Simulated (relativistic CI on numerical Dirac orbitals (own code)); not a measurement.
**Hyperfine structure of Cs50+, mass number 133**

Computed by Dirac-Coulomb-Breit CI, orbitals from a KLI potential per configuration, model QED (radiative potential, 1s self-energy scaled to tabulated hydrogen-like ionisation energies), unscaled Slater integrals (own radial code, finite nucleus).

Configuration list (outside the closed core 1s2): 2s2 2p, 2s 2p2, 2p3, 2p2 3s, 2p2 3p, 2p2 3d, 2s2 3s, 2s2 3p, 2s2 3d, 2s 2p 3s, 2s 2p 3p, 2s 2p 3d, 2s2 4s, 2s2 4p, 2s2 4d, 2s2 4f. Levels of other configurations are missing.

Nuclear spin I = 7/2, μ = 2.5778 μN, Q = -0.0034 b (tables of Stone and Pyykkö). The electronic factors are computed for point nuclear moments, without core polarisation or the Bohr-Weisskopf and QED corrections.

| Level | E (eV) | A (GHz) | B (GHz) |
| --- | --- | --- | --- |
| 2s2 2p 2P°_1/2 | 0.000 | 1633 |  |
| 2s 2p2 4P_1/2 | 168.137 | 4949 |  |
| 2s2 2p 2P°_3/2 | 388.533 | 246.6 | -2.15 |
| 2s 2p2 4P_3/2 | 505.321 | 1289 | -1.7 |
| 2s 2p2 2D_5/2 | 538.050 | 1483 | -1.47 |
| 2s 2p2 2P_1/2 | 589.875 | -1651 |  |
| 2s 2p2 2D_3/2 | 589.924 | 12.39 | -1.33 |
| 2s 2p2 4P_5/2 | 912.356 | 1229 | -0.671 |

Levels with J = 0, under 50 % of one LS term, or S terms without an open s electron are left out. Small factors come from cancelling terms and can be off by tens of per cent or more.

At this charge energies of transitions that change n are usually good to better than 1 %, and those within a shell (Δn = 0) to a few per cent.

Q: Give the hyperfine levels of 2s2 2p 2P°_1/2 relative to its centre of gravity.

A: With K = F(F + 1) − I(I + 1) − J(J + 1), E = AK/2: F = 3: -3674, F = 4: 2858 GHz.

LS names give the leading component of a level, which can be under half, so a name can repeat, a term be missing and a line seem to break the LS rules.
